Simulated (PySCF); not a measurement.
Compound: 5,5-difluoro-1,3-dioxane, C4H6F2O2.
Atom-mapped SMILES: `[F:1][C:2]1([F:3])[CH2:4][O:5][CH2:6][O:7][CH2:8]1`

Structure used (PBE0-D3(BJ)/def2-TZVP), in Å, numbered top down from 1:
```xyz
14
C4H6F2O2 angstrom
F      0.5127    0.0722   -2.0850
C      0.8616    0.0000   -0.7767
F      2.2204   -0.0622   -0.7303
C      0.3884    1.2417   -0.0451
O     -1.0072    1.2058    0.1177
C     -1.4096    0.0337    0.7599
O     -1.1095   -1.1100    0.0182
C      0.2776   -1.2550   -0.1555
H      0.6417    2.1318   -0.6210
H      0.9002    1.2801    0.9272
H     -0.9274   -0.0300    1.7524
H     -2.4923    0.0771    0.8586
H      0.4508   -2.1075   -0.8125
H      0.7828   -1.4277    0.8055
```

NICS = −σ at a ghost point: NICS(0) at the centroid of the ring atoms, NICS(1) 1 Å to either side along the normal of their mean plane, zz for the tensor component along that normal. Level: GIAO PBE0/pcSseg-2 (PySCF, non-relativistic, gas phase) on the PBE0-D3(BJ)/def2-TZVP geometry, one conformer.

Ring bond lengths (Å), with Mayer bond orders in brackets: C2–C4 1.517 (0.97), C4–O5 1.406 (0.92), O5–C6 1.396 (0.99), C6–O7 1.396 (0.99), O7–C8 1.405 (0.92), C8–C2 1.517 (0.97).

**Question.** What do the NICS probes read (ppm)?

**Answer.** 
| ring | type | NICS(0) | NICS(1), two faces | NICS(1)zz, two faces | rms pucker (Å) | centre to ring atoms, mean (Å) |
| --- | --- | --- | --- | --- | --- | --- |
| C2–C4–O5–C6–O7–C8 | 6-membered ring with 2 O; formal bonds all single | -2.1 | -1.4 / -1.1 | 2.6 / 1.7 | 0.22 | 1.39 |

**Question.** What do they say, and how far can they be read as aromaticity?

**Answer.** 
- C2–C4–O5–C6–O7–C8: mean NICS(1)zz 2.1 ppm, near zero. C2, C4, C6, C8 have four or more neighbours; no verdict on aromaticity is drawn.

**Question.** At the first NICS(1) probe listed for ring C2–C4–O5–C6–O7–C8, 1 Å off the ring, how large is the induced field along the normal in 14.1 T applied along it?

**Answer.** NICSzz × B0 = 2.6 ppm × 14.1 T = 37 μT, along the applied field.

**Question.** List the ring angles and the Hirshfeld charges of the ring atoms.

**Answer.** 
- C2–C4–O5–C6–O7–C8: C2 111.1° (+0.160 e), C4 110.2° (-0.025 e), O5 111.2° (-0.143 e), C6 112.4° (+0.059 e), O7 111.2° (-0.143 e), C8 110.2° (-0.025 e); sum 666.3° against 720° for a flat convex ring.

**Question.** How shielded are the nuclei of the rings and their hydrogens (means over atoms taken as equivalent)?

**Answer.** 
| atoms | environment | σ isotropic (ppm) | principal values of the symmetric part, first atom (ppm) |
| --- | --- | --- | --- |
| C2 | CF2 carbon | 65.2 | 48.4, 51.8, 95.5 |
| C4 (×2) | sp3 carbon bound to oxygen | 111.1 | 89.1, 101.1, 143.2 |
| O5 (×2) | cyclic ether oxygen | 260.9 | 184.2, 297.0, 301.3 |
| C6 | sp3 carbon bearing two oxygens | 86.8 | 63.1, 90.3, 107.0 |
| H9 (×4) | methylene hydrogen | 27.72 | 24.1, 26.9, 31.4 |
| H11 (×2) | methylene hydrogen | 26.74 | 22.0, 27.1, 32.0 |
